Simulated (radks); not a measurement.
Ionisation of neutral technetium, [Kr] 4d5 5s2, to [Kr] 4d5 5s1 as the strength of local exchange is varied. All-electron calculation, scalar-relativistic Kohn-Sham, Slater X-alpha exchange (alpha = 2/3 is LDA exchange), no correlation, spin-polarised, spherical densities, point nucleus; open shells are filled with parallel spins first (spin-orbit coupling, left out, can overturn this in heavy ions). Program: a radial shooting solver on a logarithmic mesh with Libxc functionals.

alpha  E(Tc) (hartree)  exchange (hartree)  IE (eV)  -e of the level emptied (eV)  <r> of it (bohr)
0.642      -4273.00220          -115.41649    5.628                    3.224 (5s)             3.714
0.667      -4277.50648          -120.03603    5.721                    3.329 (5s)             3.695
0.715      -4286.16787          -128.93160    5.902                    3.536 (5s)             3.660
0.861      -4312.61921          -156.19919    6.490                    4.208 (5s)             3.551
0.907      -4320.98628          -164.85575    6.685                    4.433 (5s)             3.517
0.977      -4333.74913          -178.08875    6.992                    4.786 (5s)             3.466
1.044      -4345.99927          -190.82232    7.296                    5.137 (5s)             3.417

NIST Atomic Spectra Database: 7.119 eV (measured). The Delta-SCF value meets it near alpha = 1.01. Open shells are spherical and high-spin; term and fine-structure splittings are not resolved.
